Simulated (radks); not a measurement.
Question: Pb4+, configuration [Xe] 4f14 5d10 (the NIST ground configuration). Calculated with a radial shooting solver on a logarithmic mesh with Libxc functionals: non-relativistic Kohn-Sham, LDA (Slater exchange, Perdew-Wang correlation), spin-polarised, spherical densities, point nucleus; relativity is left out, which matters for an element this heavy. Some entries of the table are withheld. Estimate them.

| orbital | occ. | eigenvalue (hartree) | <r^2> (bohr^2) |
|---|---|---|---|
| 1s | 2 | -2902.543 | 0.0004556 |
| 2s | 2 | -490.2989 | 0.007064 |
| 2p | 6 | -472.3342 | 0.005203 |
| 3s | 2 | (1) | 0.04346 |
| 3p | 6 | -109.4051 | (2) |
| 3d | 10 | -93.34437 | 0.03058 |
| 4s | 2 | -27.20613 | 0.2054 |
| 4p | 6 | -23.44329 | 0.2094 |
| 4d | 10 | -16.48248 | 0.2169 |
| 4f | 14 | -7.04463 | 0.2351 |
| 5s | 2 | -5.64965 | 1.005 |
| 5p | 6 | -4.38208 | 1.161 |
| 5d | 10 | -2.32384 | (3) |

Answer: 
(1) 3s eigenvalue (hartree): -117.9814
(2) 3p <r^2> (bohr^2): 0.03990
(3) 5d <r^2> (bohr^2): 1.784
